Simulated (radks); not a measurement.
Spherical quantum dot in the effective-mass picture: electrons in a well V = -V0 / (1 + exp((r - R)/a)) with V0 = 2.44, R = 12.6, a = 1.4, with a point charge +1 (a donor) at the centre, all in effective atomic units (hartree* = m*/eps^2 hartree, bohr* = eps/m* bohr), one dielectric constant everywhere. Method: non-relativistic Kohn-Sham, PBE, spin-polarised, spherical densities; computed with a radial shooting solver with Libxc functionals. Levels are named by radial order and angular momentum (1s, 1p, 1d, 2s, ...), and open shells are averaged over m.

N = 6, configuration 1s2 1p(up 3, down 0) 2s(up 1, down 0). This is the lowest configuration that the search found (a dilute case). Occupied levels:

| level | occupation | eigenvalue (hartree*) | <r> (bohr*) |
|---|---|---|---|
| 1s up | 1 | -1.8341 | 3.590 |
| 1s down | 1 | -1.7966 | 4.024 |
| 1p up | 3 | -1.7783 | 6.990 |
| 2s up | 1 | -1.7766 | 5.293 |

Energy (hartree*): total -13.4161, kinetic 0.81621, external -16.259, Hartree 2.9396, exchange-correlation -0.91253.
